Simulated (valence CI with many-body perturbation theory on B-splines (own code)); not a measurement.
# Pb10+: calculated level list

Level of theory: configuration interaction combined with many-body perturbation theory (CI+MBPT): four valence electrons over a frozen Dirac-Fock core [Xe] 4f14, a basis of 9 s, 9 p, 10 d, 8 f, 5 g, 3 h, 1 i functions for each j, with the one-electron correlation potential Σ1, the two-electron term Σ2, the three-electron term Σ3, Breit, model QED; selected CI, second order for the rest, scaled by the run's own slope (own B-spline code, finite nucleus).

No measured levels were compared; by estimate terms of the open shell hold to 2 to 4 % of their energy, and close levels can change places. Core correlation moves these levels by up to 16000 cm⁻¹, and in measured spectra 5 to 20 % of such shifts remained as error; rates that hang on mixing are uncertain with them. The list stops below the first excitations out of the core. Only levels of the ground parity were solved; by the run's estimate the other parity begins above the list, which can be wrong where configurations are misplaced.

Levels 1 to 45 of 54, with energies above the lowest level, (5d3/2^4) J=0. "Leading %" is the weight of the configuration and term that name the level; weights of strongly mixed levels are sums over their largest components and can fall short. In the jj column 3d3/2^4 stands for four electrons in 3d with j = 3/2. Lifetimes count E1, E2, E3, M1 and M2 decay at the calculated energies, and are blank where another channel may lead or the interval is too uncertain; long ones can be off by a factor of two.

```tsv
No.	Configuration	Term	J	E (cm⁻¹)	Leading %	g	Second component	Lifetime	Leading jj
1	5d4	3P	0	0	49		44 % 5d4 5D		5d3/2^4 (91 %)
2	5d4	5D	1	17684	73	1.499	26 % 5d4 3P	5.58 ms	5d3/2^3 5d5/2 (92 %)
3	5d4	5D	2	28477	76	1.404	7 % 5d4 3D	21.1 ms	5d3/2^3 5d5/2 (58 %)
4	5d4	3F	4	33502	31	1.166	24 % 5d4 5D		5d3/2^3 5d5/2 (88 %)
5	5d4	5D	3	34164	58	1.328	19 % 5d4 3F	180 ms	5d3/2^3 5d5/2 (60 %)
6	5d4	5D	0	48857	53		29 % 5d4 3P	914 μs	5d3/2^2 5d5/2^2 (88 %)
7	5d4	3H	4	51153	43	1.138	42 % 5d4 5D	4.77 ms	5d3/2^2 5d5/2^2 (84 %)
8	5d4	3G	3	54994	55	1.000	26 % 5d4 5D	3.31 ms	5d3/2^2 5d5/2^2 (65 %)
9	5d4	3F	2	55302	42	0.990	22 % 5d4 1D	1.82 ms	5d3/2^2 5d5/2^2 (66 %)
10	5d4	3H	5	59775	71	1.080	28 % 5d4 3G	6.97 ms	5d3/2^2 5d5/2^2 (99 %)
11	5d4	3P	1	62012	59	1.250	25 % 5d4 3D	1.81 ms	5d3/2^2 5d5/2^2 (83 %)
12	5d4	3H	6	63857	59	1.098	41 % 5d4 1I	1.44 s	5d3/2^2 5d5/2^2 (96 %)
13	5d4	3G	4	68680	63	1.030	30 % 5d4 1G	12.4 ms	5d3/2^2 5d5/2^2 (92 %)
14	5d4	3D	2	69803	41	1.148	32 % 5d4 3P	9.87 ms	5d3/2^2 5d5/2^2 (89 %)
15	5d4	3F	3	70200	41	1.154	37 % 5d4 3D	3.65 ms	5d3/2^2 5d5/2^2 (84 %)
16	5d4	3F	4	79105	42	1.202	27 % 5d4 5D	1.45 ms	5d3/2 5d5/2^3 (64 %)
17	5d4	3F	2	83621	35	1.045	32 % 5d4 1D	1.19 ms	5d3/2^2 5d5/2^2 (71 %)
18	5d4	3F	3	85213	47	1.113	21 % 5d4 3G	1.02 ms	5d3/2 5d5/2^3 (87 %)
19	5d4	3G	5	90619	71	1.152	28 % 5d4 3H	2.32 ms	5d3/2 5d5/2^3 (99 %)
20	5d4	3D	1	91269	71	0.786	20 % 5d4 3P	746 μs	5d3/2 5d5/2^3 (87 %)
21	5d4	1I	6	92720	59	1.067	41 % 5d4 3H	2.38 ms	5d3/2 5d5/2^3 (96 %)
22	5d4	3F	4	93962	50	1.116	38 % 5d4 1G	2.31 ms	5d3/2^2 5d5/2^2 (73 %)
23	5d4	3P	2	97478	62	1.342	23 % 5d4 3D	2.79 ms	5d3/2^2 5d5/2^2 (56 %)
24	5d4	1S	0	101390	56		42 % 5d4 3P	1.17 ms	5d3/2 5d5/2^3 (80 %)
25	5d4	1F	3	103990	46	1.085	31 % 5d4 3D	1.44 ms	5d3/2 5d5/2^3 (91 %)
26	5d4	3F	2	104180	57	0.989	34 % 5d4 3P	1.19 ms	5d3/2 5d5/2^3 (52 %)
27	5d4	3F	3	119240	70	1.066	26 % 5d4 1F	1.78 ms	5d3/2 5d5/2^3 (98 %)
28	5d4	3P	1	119660	94	1.464		1.01 ms	5d3/2 5d5/2^3 (95 %)
29	5d4	1G	4	121310	72	1.045	18 % 5d4 3F	754 μs	5d3/2 5d5/2^3 (52 %)
30	5d4	1D	2	122780	51	1.070	23 % 5d4 3P	1.07 ms	5d5/2^4 (42 %)
31	5d4	3P	0	123100	57		40 % 5d4 1S	1.90 ms	5d3/2^2 5d5/2^2 (59 %)
32	5d4	3F	4	126530	51	1.149	30 % 5d4 1G	760 μs	5d5/2^4 (54 %)
33	5d4	1D	2	145420	72	1.006	12 % 5d4 3D	649 μs	5d5/2^4 (43 %)
34	5d4	1S	0	176860	77		22 % 5d4 3P	354 μs	5d5/2^4 (61 %)
35	5d3 6s	5F	1	330920	73	0.171	22 % 5d3 6s 3D	3.63 μs	5d3/2^3 6s (82 %)
36	5d3 6s	5F	2	335780	52	1.034	19 % 5d3 6s 3D	2.67 μs	5d3/2^3 6s (80 %)
37	5d3 6s	5F	3	352440	82	1.236	7 % 5d3 6s 3D	3.14 μs	5d3/2^2 5d5/2 6s (90 %)
38	5d3 6s	5F	2	357080	38	1.091	24 % 5d3 6s 3F	2.29 μs	5d3/2^2 5d5/2 6s (78 %)
39	5d3 6s	5F	4	361950	65	1.249	24 % 5d3 6s 3G	3.02 μs	5d3/2^2 5d5/2 6s (74 %)
40	5d3 6s	5P	1	363640	56	1.916	29 % 5d3 6s 3P	2.77 μs	5d3/2^2 5d5/2 6s (91 %)
41	5d3 6s	3F	2	364800	43	1.248	36 % 5d3 6s 5P	1.91 μs	5d3/2^2 5d5/2 6s (98 %)
42	5d3 6s	3G	5	366420	41	1.230	36 % 5d3 6s 5F	2.63 μs	5d3/2^2 5d5/2 6s (84 %)
43	5d3 6s	3G	3	369890	47	0.931	44 % 5d3 6s 3F	1.98 μs	5d3/2^2 5d5/2 6s (91 %)
44	5d3 6s	3H	4	372410	44	0.967	26 % 5d3 6s 1G	2.05 μs	5d3/2^2 5d5/2 6s (94 %)
45	5d3 6s	3P	1	372720	32	1.215	32 % 5d3 6s 1P	1.86 μs	5d3/2^2 5d5/2 6s (84 %)
```

The ionisation energy to 5d3 4F_3/2 of the next ion comes out as 183.12 eV (NIST: 182 ± 2.4 eV (theoretical)). All 54 levels together are meant to be complete up to 400670 cm⁻¹.
